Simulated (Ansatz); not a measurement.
One change: `C[CH](C)[Mg][OH]` becomes `C[CH](C)[Mg][CH](C)C`.

Ansatz, PBE0-D4/def2-TZVP geometries, multiplicity 1. Each molecule was computed in one conformer, which needn't be the lowest.

```csv
property,`C[CH](C)[Mg][OH]`
HOMO–LUMO gap (B3LYP/def2-TZVPP) / eV,5.13
LUMO energy (PBE/def2-TZVPP) / eV,-1.47
HOMO energy (B3LYP/def2-TZVPP) / eV,-6.17
HOMO energy (ωB97M-V/def2-TZVPP) / eV,-8.51
LUMO energy (B3LYP/def2-TZVPP) / eV,-1.03
LUMO energy (ωB97M-V/def2-TZVPP) / eV,0.42
```

Question: What does the change do to each property? (An estimate is asked.)

Answer: Ansatz gave: 
```csv
property,`C[CH](C)[Mg][CH](C)C`,shift
HOMO–LUMO gap (B3LYP/def2-TZVPP) / eV,4.59,-0.54
LUMO energy (PBE/def2-TZVPP) / eV,-1.26,0.21
HOMO energy (B3LYP/def2-TZVPP) / eV,-5.42,0.75
HOMO energy (ωB97M-V/def2-TZVPP) / eV,-7.71,0.80
LUMO energy (B3LYP/def2-TZVPP) / eV,-0.82,0.21
LUMO energy (ωB97M-V/def2-TZVPP) / eV,0.46,0.04
```

With PBE0 the HOMO rises by 0.73 eV and the LUMO rises by 0.17 eV, so the gap narrows by about 0.56 eV. PBE moves the HOMO by 0.73 eV and ωB97M-V by 0.80 eV.

B3LYP here is the variant with VWN-RPA as its local correlation; programs differ in this.
